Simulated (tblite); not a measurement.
C₅H₄F₃ (doublet state).
InChI=1S/C5H4F3/c6-5(7,8)4-2-1-3-4/h1,4H,2H2/t4-/m1/s1

Computed values, GFN2-xTB/tblite, gas phase, harmonic and unscaled. The method is semi-empirical: single wavenumbers can be off by several per cent or more. Open shells enter through the occupations alone, without spin polarisation, and single modes of such species can be off by tens of per cent.

Harmonic wavenumbers (cm⁻¹): 53.9, 128.2, 182.8, 298.8, 373.3, 392.6, 472.9, 520.9, 599.1, 733.6, 806.5, 831.7, 906.8, 937.8, 971.0, 1026.2, 1039.8, 1075.6, 1080.3, 1105.3, 1141.1, 1185.8, 1189.6, 1279.2, 1420.3, 1655.2, 2989.8, 2992.5, 3001.2, 3193.2.

A = 4046, B = 1650, C = 1530 MHz; mass 121.027 u (most abundant isotopes); point group C1, symmetry number 1; spin multiplicity 2.

Question: Zero-point energy?

Answer: ½Σν̃ = 16792 cm⁻¹ = 200.88 kJ/mol.

Question: Give the ideal-gas entropy at 500 K and 1 bar in the rigid-rotor, harmonic-oscillator model (classical rotation).

Answer: Translation 179.42, rotation 122.95, vibration 126.81, spin (R ln 2) 5.76: S = 434.9 J/(mol K).

Question: And Cp and H(500 K) − H(0)?

Answer: Cp = 169.81 J/(mol K), of which vibrations give 136.55 (their classical limit is 30 R = 249.4); H(500 K) − H(0) = 50.73 kJ/mol without the zero-point energy, 34.10 from vibrations.

Question: Blend soft modes into free rotors: weight 1/[1 + (100 cm⁻¹/ν̃)⁴] for the oscillator and the rest for a rotor with moment μB/(μ + B), μ = h/(8π²ν), B = 10⁻⁴⁴ kg m². What vibrational entropy results?

Answer: 119.07 J/(mol K) in place of 126.81, which changes −T·S at 500 K by +3.87 kJ/mol.

Question: What must be added to the electronic energy to get the Gibbs energy at 500 K and 1 bar?

Answer: ZPE + [H(500 K) − H(0)] − T·S = 200.88 + 50.73 − 217.47 = 34.14 kJ/mol.

Question: How do the functions run with temperature in this model?

Answer: 
| T (K) | S (J/(mol K)) | Cp (J/(mol K)) | H − H(0) (kJ/mol) | G − H(0) (kJ/mol) | ln q(vib) |
| --- | --- | --- | --- | --- | --- |
| 50 | 238.3 | 44.4 | 1.89 | -10.03 | 0.27 |
| 100 | 273.0 | 57.4 | 4.43 | -22.87 | 0.89 |
| 298.15 | 361.1 | 116.5 | 21.45 | -86.22 | 3.79 |
| 373.15 | 389.7 | 139.0 | 31.05 | -114.39 | 4.98 |
| 750 | 511.8 | 208.0 | 98.45 | -285.41 | 11.09 |
| 1000 | 574.9 | 230.0 | 153.43 | -421.49 | 14.86 |

q(vib) and H(0) count from the zero-point level.

Hindered rotation and anharmonicity are outside this model. The structure is chiral; the term R ln 2 for an equal mix with its mirror image is left out.

Hardware: one thread of an Arm Neoverse N1, shared host. The figure is for the frequency step alone.

The values belong to the conformer `[F:1][C:2]([F:3])([F:4])[C@H:5]1[C:6]=[CH:7][CH2:8]1`: F1–C2–C5–C6 -167°.
